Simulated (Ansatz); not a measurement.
`O[SiH](O)N[SiH3]`, relaxed with RKS PBE-D4/def2-SVP in the Gaussian-basis code of Ansatz from a rough embedded geometry. The force threshold is 0.03 eV/Å; the program also tests the step.

Charge 0, multiplicity 1.

Start:

```xyz
12

O    -1.379   -0.894    1.141
Si   -0.944   -0.182   -0.197
O    -2.051    0.964   -0.494
N     0.403    0.707    0.139
Si    1.827   -0.148   -0.205
H    -2.360   -0.966    1.330
H    -0.798   -1.103   -1.365
H    -1.672    1.847   -0.657
H     0.348    0.818    1.221
H     1.867   -0.290   -1.674
H     2.930    0.685    0.274
H     1.830   -1.438    0.486
```

| step | energy (eV) | largest force (eV/Å) | largest move (Å) |
| --- | --- | --- | --- |
| 1 | -21432.1432 | 3.574 | 0.000 |
| 2 | -21432.9058 | 1.674 | 0.185 |
| 3 | -21433.1220 | 0.362 | 0.174 |
| 4 | -21433.1553 | 0.330 | 0.200 |
| 5 | -21433.1706 | 0.169 | 0.112 |
| 6 | -21433.1918 | 0.154 | 0.200 |
| 7 | -21433.1943 | 0.257 | 0.200 |
| 8 | -21433.2041 | 0.108 | 0.059 |
| 9 | -21433.2086 | 0.049 | 0.067 |
| 10 (rejected) | -21433.2064 | 0.501 | 0.137 |
| 11 | -21433.2089 | 0.332 | 0.068 |
| 12 | -21433.2123 | 0.090 | 0.069 |
| 13 | -21433.2133 | 0.073 | 0.049 |
| 14 | -21433.2141 | 0.088 | 0.053 |
| 15 | -21433.2150 | 0.049 | 0.062 |
| 16 | -21433.2154 | 0.038 | 0.030 |
| 17 | -21433.2157 | 0.027 | 0.025 |

End:

```xyz
12

O    -1.898   -1.029    1.080
Si   -1.098   -0.124   -0.075
O    -2.077    1.230   -0.259
N     0.500    0.216    0.513
Si    2.054   -0.177   -0.200
H    -2.859   -0.873    1.097
H    -0.907   -0.835   -1.382
H    -1.792    1.856   -0.946
H     0.531    0.603    1.464
H     1.798   -0.664   -1.598
H     2.947    1.038   -0.257
H     2.801   -1.242    0.564
```

Run time 16 s (4 threads of an AMD EPYC 7R13 on a shared host); peak host memory 0.17 GiB.
